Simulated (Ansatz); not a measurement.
Frontier orbitals of BBrClH$_{2}$N (`NB(Cl)Br`).

Charge 0, multiplicity 1. Correlated methods include outer-core shells of Br, which these sets cover unevenly. Scalar relativity is left out up to krypton. The geometry is a stationary point of PBE0-D4/def2-TZVP. It is one conformer, not always the lowest. Basis def2-TZVPP, Ansatz 0.2.0.

```tsv
functional	HOMO (eV)	LUMO (eV)	gap (eV)
PBE	-6.97	-0.97	6.00
PBE0	-8.30	-0.01	8.29
B3LYP	-8.02	-0.19	7.83
r2SCANh	-7.80	-0.33	7.47
BHLYP	-9.46	1.12	10.58
LC-ωPBE	-11.06	2.29	13.35
ωB97M-V	-10.53	2.04	12.57
HF	-11.32	3.17	14.49
```

A quarter of exact exchange (PBE0) shifts PBE's HOMO by −1.33 eV and its LUMO by +0.96 eV; full exchange at long range (ωB97M-V) shifts them by −3.56 and +3.01 eV. The gap opens from 6.00 to 12.57 eV, since occupied levels lose self-interaction and empty ones feel all the electrons. A positive LUMO is unbound and depends on the basis.

B3LYP here is the variant with VWN-RPA as its local correlation; programs differ in this. LC-ωPBE has ω = 0.4 bohr⁻¹.
